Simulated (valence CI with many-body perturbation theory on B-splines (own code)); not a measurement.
# E1 line list for Os⁴⁴⁺

Calculated by configuration interaction combined with many-body perturbation theory (CI+MBPT): four valence electrons over a frozen Dirac-Fock core [Ar] 3d10, a basis of 11 s, 11 p, 9 d, 7 f, 5 g, 2 h, 1 i functions for each j, with the one-electron correlation potential Σ1, the two-electron term Σ2, the three-electron term Σ3, Breit, model QED; selected CI, second order for the rest (own B-spline code, finite nucleus).

The last digits are not significant, and no measured levels were compared; by estimate large intervals hold to a few tenths of a per cent, small ones and those within an open d or f shell to about a per cent.

Lines 51 to 100 of 240 in falling wavelength, among levels below 39.785 Ry, chosen from the strongest by gf and those to the six lowest levels. Wavelengths and rates use the calculated energies. Electric multipoles are in the length gauge, E1 and E2 with the static RPA response of the core. Weak lines are less certain than strong ones. Lines between different terms over intervals too small for the method are left out, as are lines whose strength nearly cancels. The highest levels of a list are the least certain.

Levels are named by their leading jj configuration (3d3/2^4 stands for four electrons in 3d with j = 3/2), which in mixed levels can hold well under half, so a name can repeat and another be missing. Letters in brackets count levels of one name in rising energy.

| λ vac (Å) | Upper | Lower | A (s⁻¹) | S (a.u.) with core polarisation | S without |
| --- | --- | --- | --- | --- | --- |
| 107.5 | (4s 4p1/2 4p3/2^2) J=2 [b] | (4s^2 4p3/2^2) J=2 | 2.34e+10 | 7.18e-02 | 7.62e-02 |
| 106.4 | (4s 4p1/2^2 4p3/2) J=1 | (4s^2 4p1/2 4p3/2) J=1 | 9.96e+09 | 1.78e-02 | 1.89e-02 |
| 106.3 | (4p1/2^2 4p3/2^2) J=2 | (4s 4p1/2 4p3/2^2) J=3 | 5.48e+10 | 1.62e-01 | 1.72e-01 |
| 106.0 | (4s 4p1/2 4p3/2^2) J=1 [b] | (4s^2 4p3/2^2) J=2 | 1.88e+10 | 3.32e-02 | 3.53e-02 |
| 105.0 | (4s 4p1/2 4p3/2 4d5/2) J=3 [c] | (4s^2 4p3/2 4d5/2) J=4 | 1.95e+10 | 7.81e-02 | 8.29e-02 |
| 104.6 | (4s 4p1/2 4p3/2 4d5/2) J=4 [c] | (4s^2 4p3/2 4d5/2) J=4 | 9.85e+09 | 5.01e-02 | 5.32e-02 |
| 104.0 | (4s 4p1/2 4p3/2 4d5/2) J=2 [b] | (4s^2 4p3/2 4d3/2) J=3 | 9.87e+09 | 2.74e-02 | 2.91e-02 |
| 102.2 | (4s 4p1/2 4p3/2 4d3/2) J=2 [d] | (4s^2 4p3/2 4d3/2) J=3 | 1.92e+10 | 5.05e-02 | 5.36e-02 |
| 100.5 | (4p1/2^2 4p3/2^2) J=2 | (4s 4p1/2 4p3/2^2) J=2 [a] | 1.28e+10 | 3.21e-02 | 3.41e-02 |
| 85.03 | (4s 4p1/2 4p3/2 4d3/2) J=2 [a] | (4s 4p1/2 4p3/2^2) J=3 | 1.44e+10 | 2.18e-02 | 2.31e-02 |
| 84.80 | (4s 4p1/2^2 4d3/2) J=1 | (4s 4p1/2^2 4p3/2) J=1 | 2.42e+10 | 2.18e-02 | 2.30e-02 |
| 82.80 | (4s 4p1/2^2 4d3/2) J=2 | (4s 4p1/2^2 4p3/2) J=1 | 7.72e+08 | 1.08e-03 | 1.15e-03 |
| 82.42 | (4s 4p1/2 4p3/2 4d3/2) J=2 [b] | (4s 4p1/2 4p3/2^2) J=2 [b] | 1.37e+10 | 1.89e-02 | 2.00e-02 |
| 79.61 | (4s^2 4p1/2 4d3/2) J=2 | (4s^2 4p1/2 4p3/2) J=2 | 1.31e+10 | 1.63e-02 | 1.72e-02 |
| 77.39 | (4s^2 4p1/2 4d3/2) J=2 | (4s^2 4p1/2 4p3/2) J=1 | 1.02e+09 | 1.16e-03 | 1.22e-03 |
| 76.79 | (4s 4p1/2^2 4d3/2) J=1 | (4s 4p1/2^2 4p3/2) J=2 | 7.63e+09 | 5.11e-03 | 5.40e-03 |
| 75.14 | (4s 4p1/2^2 4d3/2) J=2 | (4s 4p1/2^2 4p3/2) J=2 | 2.90e+10 | 3.04e-02 | 3.20e-02 |
| 73.38 | (4s^2 4p3/2 4d3/2) J=2 | (4s^2 4p3/2^2) J=2 | 2.12e+09 | 2.07e-03 | 2.16e-03 |
| 73.38 | (4s 4p1/2 4p3/2 4d3/2) J=2 [c] | (4s 4p1/2 4p3/2^2) J=3 | 1.52e+10 | 1.49e-02 | 1.56e-02 |
| 72.72 | (4s^2 4p3/2 4d3/2) J=1 | (4s^2 4p3/2^2) J=2 | 6.79e+09 | 3.87e-03 | 4.05e-03 |
| 72.37 | (4s^2 4p3/2 4d3/2) J=3 | (4s^2 4p3/2^2) J=2 | 1.13e+09 | 1.47e-03 | 1.56e-03 |
| 70.93 | (4s^2 4p1/2 4d3/2) J=1 | (4s^2 4p1/2 4p3/2) J=2 | 4.31e+08 | 2.28e-04 | 2.48e-04 |
| 70.75 | (4s 4p1/2 4p3/2 4d5/2) J=2 [b] | (4s 4p1/2 4p3/2^2) J=2 [b] | 1.99e+10 | 1.74e-02 | 1.83e-02 |
| 70.20 | (4s 4p1/2 4p3/2 4d3/2) J=4 | (4s^2 4p1/2 4d5/2) J=3 | 8.58e+09 | 1.32e-02 | 1.37e-02 |
| 69.93 | (4s 4p1/2 4p3/2 4d3/2) J=2 [d] | (4s 4p1/2 4p3/2^2) J=2 [b] | 1.34e+10 | 1.13e-02 | 1.19e-02 |
| 69.17 | (4s^2 4p1/2 4d3/2) J=1 | (4s^2 4p1/2 4p3/2) J=1 | 7.44e+09 | 3.65e-03 | 3.83e-03 |
| 67.69 | (4s 4p1/2 4p3/2 4d5/2) J=1 [b] | (4s 4p1/2 4p3/2^2) J=1 [b] | 2.60e+10 | 1.19e-02 | 1.26e-02 |
| 67.56 | (4s 4p1/2^2 4d5/2) J=2 | (4s 4p1/2^2 4p3/2) J=1 | 1.33e+11 | 1.01e-01 | 1.06e-01 |
| 67.36 | (4s 4p1/2 4p3/2 4d5/2) J=1 [a] | (4s 4p1/2 4p3/2^2) J=0 | 3.07e+10 | 1.39e-02 | 1.46e-02 |
| 67.28 | (4s^2 4p3/2 4d5/2) J=2 | (4s^2 4p3/2^2) J=2 | 8.34e+10 | 6.26e-02 | 6.59e-02 |
| 67.11 | (4s 4p1/2 4p3/2 4d5/2) J=1 [b] | (4s 4p1/2 4p3/2^2) J=2 [b] | 3.06e+10 | 1.37e-02 | 1.44e-02 |
| 67.00 | (4s 4p1/2 4p3/2 4d5/2) J=3 [a] | (4s 4p1/2 4p3/2^2) J=3 | 8.27e+10 | 8.59e-02 | 9.05e-02 |
| 66.96 | (4s^2 4p1/2 4d5/2) J=2 | (4s^2 4p1/2 4p3/2) J=2 | 1.99e+10 | 1.48e-02 | 1.56e-02 |
| 66.93 | (4s 4p1/2 4p3/2 4d5/2) J=2 [a] | (4s 4p1/2 4p3/2^2) J=2 [a] | 7.90e+10 | 5.85e-02 | 6.16e-02 |
| 66.49 | (4s^2 4p1/2 4f7/2) J=3 | (4s^2 4p1/2 4d5/2) J=2 | 9.01e+10 | 9.15e-02 | 9.58e-02 |
| 66.02 | (4s^2 4p1/2 4d5/2) J=3 | (4s^2 4p1/2 4p3/2) J=2 | 1.62e+11 | 1.61e-01 | 1.70e-01 |
| 65.88 | (4s^2 4p1/2 4f7/2) J=4 | (4s^2 4p1/2 4d5/2) J=3 | 1.38e+11 | 1.75e-01 | 1.83e-01 |
| 65.40 | (4s 4p1/2 4p3/2 4d5/2) J=2 [b] | (4s 4p1/2 4p3/2^2) J=3 | 4.33e+10 | 2.99e-02 | 3.16e-02 |
| 65.39 | (4s^2 4p1/2 4d5/2) J=2 | (4s^2 4p1/2 4p3/2) J=1 | 1.27e+11 | 8.77e-02 | 9.23e-02 |
| 65.05 | (4s 4p1/2 4p3/2 4d5/2) J=3 [b] | (4s 4p1/2 4p3/2^2) J=3 | 5.69e+10 | 5.41e-02 | 5.71e-02 |
| 65.05 | (4s 4p1/2 4p3/2 4d5/2) J=2 [c] | (4s 4p1/2 4p3/2^2) J=1 [b] | 4.19e+10 | 2.85e-02 | 2.99e-02 |
| 65.02 | (4s 4p1/2 4p3/2 4d5/2) J=0 | (4s 4p1/2 4p3/2^2) J=1 [b] | 3.56e+11 | 4.83e-02 | 5.10e-02 |
| 64.72 | (4s 4p1/2^2 4d5/2) J=3 | (4s 4p1/2^2 4p3/2) J=2 | 2.49e+11 | 2.33e-01 | 2.46e-01 |
| 64.70 | (4s 4p1/2 4p3/2 4d3/2) J=2 [d] | (4s 4p1/2 4p3/2^2) J=3 | 3.14e+10 | 2.10e-02 | 2.22e-02 |
| 64.65 | (4s 4p1/2 4p3/2 4d5/2) J=3 [a] | (4s 4p1/2 4p3/2^2) J=2 [a] | 7.30e+10 | 6.81e-02 | 7.17e-02 |
| 64.62 | (4s^2 4p1/2 4f5/2) J=2 | (4s^2 4p1/2 4d3/2) J=1 | 3.06e+10 | 2.04e-02 | 2.12e-02 |
| 64.55 | (4s 4p1/2 4p3/2 4d5/2) J=4 [b] | (4s 4p1/2 4p3/2^2) J=3 | 1.16e+11 | 1.39e-01 | 1.46e-01 |
| 64.52 | (4s 4p1/2 4p3/2 4d5/2) J=2 [c] | (4s 4p1/2 4p3/2^2) J=2 [b] | 7.14e+10 | 4.73e-02 | 4.99e-02 |
| 64.06 | (4s 4p1/2 4p3/2 4d5/2) J=1 [c] | (4s 4p1/2 4p3/2^2) J=1 [a] | 3.86e+11 | 1.50e-01 | 1.58e-01 |
| 64.04 | (4s^2 4p3/2 4d5/2) J=1 | (4s^2 4p3/2^2) J=0 | 3.20e+11 | 1.25e-01 | 1.31e-01 |
